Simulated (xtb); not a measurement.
xtb input (GFN2-xTB):

```bash
xtb mol.xyz --gfn 2 --sp --chrg 0 --uhf 0
```
mol.xyz:
```
10

B      0.05267762    -0.88230212     0.29082763
C      1.43060626    -1.60017266     0.19321460
C     -1.24280107    -1.54539280     0.84363811
Br    -0.05770120     0.96644249    -0.31856228
H      2.28985822    -0.93253027     0.24631171
H      1.47121984    -2.08767863    -0.79070234
H      1.53546213    -2.39699447     0.93354061
H     -1.26563463    -1.35568593     1.92571667
H     -1.23523727    -2.63149802     0.72396934
H     -2.16634543    -1.13619635     0.43558947
```

Output:

```
           -------------------------------------------------
          |                Calculation Setup                |
           -------------------------------------------------

           -------------------------------------------------
          |                 G F N 2 - x T B                 |
           -------------------------------------------------

        Reference                      10.1021/acs.jctc.8b01176
      * Hamiltonian:
        H0-scaling (s, p, d)           1.850000    2.230000    2.230000
        zeta-weighting                 0.500000
      * Dispersion:
        s8                             2.700000
        a1                             0.520000
        a2                             5.000000
        s9                             5.000000
      * Repulsion:
        kExp                           1.500000    1.000000
        rExp                           1.000000
      * Coulomb:
        alpha                          2.000000
        third order                    shell-resolved
        anisotropic                    true
        a3                             3.000000
        a5                             4.000000
        cn-shift                       1.200000
        cn-exp                         4.000000
        max-rad                        5.000000

          ...................................................
          :                      SETUP                      :
          :.................................................:
          :  # basis functions                  28          :
          :  # atomic orbitals                  27          :
          :  # shells                           15          :
          :  # electrons                        24          :
          :  max. iterations                   250          :
          :  Hamiltonian                  GFN2-xTB          :
          :  restarted?                      false          :
          :  GBSA solvation                  false          :
          :  PC potential                    false          :
          :  electronic temp.          300.0000000     K    :
          :  accuracy                    1.0000000          :
          :  -> integral cutoff          0.2500000E+02      :
          :  -> integral neglect         0.1000000E-07      :
          :  -> SCF convergence          0.1000000E-05 Eh   :
          :  -> wf. convergence          0.1000000E-03 e    :
          :  Broyden damping             0.4000000          :
          :  net charge                          0          :
          :  unpaired electrons                  0          :
          ...................................................

 iter      E             dE          RMSdq      gap      omega  full diag
   1    -12.5144898 -0.125145E+02  0.652E+00    6.46       0.0  T
   2    -12.6313641 -0.116874E+00  0.631E+00    2.13       1.0  T
   3    -12.8015109 -0.170147E+00  0.332E+00    4.14       1.0  T
   4    -12.8100174 -0.850657E-02  0.124E+00    3.64       1.0  T
   5    -12.8125137 -0.249632E-02  0.705E-01    4.12       1.0  T
   6    -12.8153737 -0.285999E-02  0.450E-01    3.89       1.0  T
   7    -12.8157227 -0.348974E-03  0.233E-01    3.91       1.0  T
   8    -12.8156877  0.349892E-04  0.177E-01    3.87       1.0  T
   9    -12.8157772 -0.894415E-04  0.477E-02    3.92       1.0  T
  10    -12.8157940 -0.168755E-04  0.824E-03    3.93       3.8  T
  11    -12.8157942 -0.157212E-06  0.272E-03    3.93      11.6  T
  12    -12.8157942 -0.757703E-08  0.601E-04    3.93      52.6  T
  13    -12.8157942 -0.683542E-11  0.228E-04    3.93     138.5  T

   *** convergence criteria satisfied after 13 iterations ***

         #    Occupation            Energy/Eh            Energy/eV
      -------------------------------------------------------------
         1        2.0000           -0.8205352             -22.3279
       ...           ...                  ...                  ...
         6        2.0000           -0.4956232             -13.4866
         7        2.0000           -0.4845209             -13.1845
         8        2.0000           -0.4787921             -13.0286
         9        2.0000           -0.4480556             -12.1922
        10        2.0000           -0.4397117             -11.9652
        11        2.0000           -0.4154269             -11.3043
        12        2.0000           -0.3990631             -10.8591 (HOMO)
        13                         -0.2547004              -6.9307 (LUMO)
        14                         -0.0948562              -2.5812
        15                          0.0446697               1.2155
        16                          0.0517704               1.4087
        17                          0.0522624               1.4221
       ...                                ...                  ...
        27                          0.6063205              16.4988
      -------------------------------------------------------------
                  HL-Gap            0.1443627 Eh            3.9283 eV
             Fermi-level           -0.3268817 Eh           -8.8949 eV

 SCC (total)                   0 d,  0 h,  0 min,  0.005 sec
 SCC setup                      ...        0 min,  0.000 sec (  2.525%)
 Dispersion                     ...        0 min,  0.000 sec (  0.762%)
 classical contributions        ...        0 min,  0.000 sec (  0.289%)
 integral evaluation            ...        0 min,  0.001 sec ( 13.811%)
 iterations                     ...        0 min,  0.003 sec ( 53.209%)
 molecular gradient             ...        0 min,  0.002 sec ( 27.754%)
 printout                       ...        0 min,  0.000 sec (  1.438%)

         :::::::::::::::::::::::::::::::::::::::::::::::::::::
         ::                     SUMMARY                     ::
         :::::::::::::::::::::::::::::::::::::::::::::::::::::
         :: total energy             -12.683919429594 Eh    ::
         :: gradient norm              0.029453580376 Eh/a0 ::
         :: HOMO-LUMO gap              3.928310262684 eV    ::
         ::.................................................::
         :: SCC energy               -12.815789369394 Eh    ::
         :: -> isotropic ES            0.031924624754 Eh    ::
         :: -> anisotropic ES          0.002037298750 Eh    ::
         :: -> anisotropic XC         -0.003213134458 Eh    ::
         :: -> dispersion             -0.004812536374 Eh    ::
         :: repulsion energy           0.131869939800 Eh    ::
         :: add. restraining           0.000000000000 Eh    ::
         :: total charge              -0.000000000000 e     ::
         :::::::::::::::::::::::::::::::::::::::::::::::::::::

           -------------------------------------------------
          |                Property Printout                |
           -------------------------------------------------

    * Orbital Energies and Occupations

         #    Occupation            Energy/Eh            Energy/eV
      -------------------------------------------------------------
         1        2.0000           -0.8205352             -22.3279
         2        2.0000           -0.6035529             -16.4235
         3        2.0000           -0.5964036             -16.2290
         4        2.0000           -0.5066129             -13.7856
         5        2.0000           -0.4986651             -13.5694
         6        2.0000           -0.4956232             -13.4866
         7        2.0000           -0.4845209             -13.1845
         8        2.0000           -0.4787921             -13.0286
         9        2.0000           -0.4480556             -12.1922
        10        2.0000           -0.4397117             -11.9652
        11        2.0000           -0.4154269             -11.3043
        12        2.0000           -0.3990631             -10.8591 (HOMO)
        13                         -0.2547004              -6.9307 (LUMO)
        14                         -0.0948562              -2.5812
        15                          0.0446697               1.2155
        16                          0.0517704               1.4087
        17                          0.0522624               1.4221
        18                          0.0800885               2.1793
        19                          0.1223542               3.3294
        20                          0.1656400               4.5073
        21                          0.1754545               4.7744
        22                          0.1780105               4.8439
        23                          0.1946098               5.2956
       ...                                ...                  ...
        27                          0.6063205              16.4988
      -------------------------------------------------------------
                  HL-Gap            0.1443627 Eh            3.9283 eV
             Fermi-level           -0.3268817 Eh           -8.8949 eV

     #   Z          covCN         q      C6AA      α(0)
     1   5 B        2.649     0.329    16.850     6.919
     2   6 C        3.691    -0.193    24.509     7.084
     3   6 C        3.691    -0.193    24.509     7.084
     4  35 Br       0.882    -0.250   191.886    22.334
     5   1 H        0.925     0.052     2.299     2.371
     6   1 H        0.923     0.061     2.186     2.312
     7   1 H        0.924     0.041     2.438     2.442
     8   1 H        0.923     0.061     2.186     2.312
     9   1 H        0.924     0.041     2.438     2.442
    10   1 H        0.925     0.052     2.299     2.371

 Mol. C6AA /au·bohr⁶  :       1362.445796
 Mol. C8AA /au·bohr⁸  :      48686.988768
 Mol. α(0) /au        :         57.672423

Wiberg/Mayer (AO) data.
largest (>0.10) Wiberg bond orders for each atom

 ---------------------------------------------------------------------------
     #   Z sym  total        # sym  WBO       # sym  WBO       # sym  WBO
 ---------------------------------------------------------------------------
     1   5 B    3.322 --     3 C    1.068     2 C    1.068     4 Br   1.053
     2   6 C    3.979 --     1 B    1.068     5 H    0.976     7 H    0.975
                             6 H    0.937
     3   6 C    3.979 --     1 B    1.068    10 H    0.976     9 H    0.975
                             8 H    0.937
     4  35 Br   1.103 --     1 B    1.053
     5   1 H    0.997 --     2 C    0.976
     6   1 H    0.996 --     2 C    0.937
     7   1 H    0.998 --     2 C    0.975
     8   1 H    0.996 --     3 C    0.937
     9   1 H    0.998 --     3 C    0.975
    10   1 H    0.997 --     3 C    0.976
 ---------------------------------------------------------------------------

Topologies differ in total number of bonds
Writing topology from bond orders to xtbtopo.mol

molecular dipole:
                 x           y           z       tot (Debye)
 q only:        0.050      -0.843       0.278
   full:        0.096      -1.610       0.531       4.317
molecular quadrupole (traceless):
                xx          xy          yy          xz          yz          zz
 q only:        0.268      -0.073      -0.453      -0.363       0.210       0.185
  q+dip:        2.575       0.117      -3.689      -0.883       1.720       1.114
   full:        1.493       0.162      -3.297      -0.490       1.857       1.804

           -------------------------------------------------
          | TOTAL ENERGY              -12.683919429594 Eh   |
          | GRADIENT NORM               0.029453580376 Eh/α |
          | HOMO-LUMO GAP               3.928310262684 eV   |
           -------------------------------------------------

------------------------------------------------------------------------
------------------------------------------------------------------------
 total:
Note: The following floating-point exceptions are signalling: IEEE_UNDERFLOW_FLAG IEEE_DENORMAL
normal termination of xtb
 SCF:
```
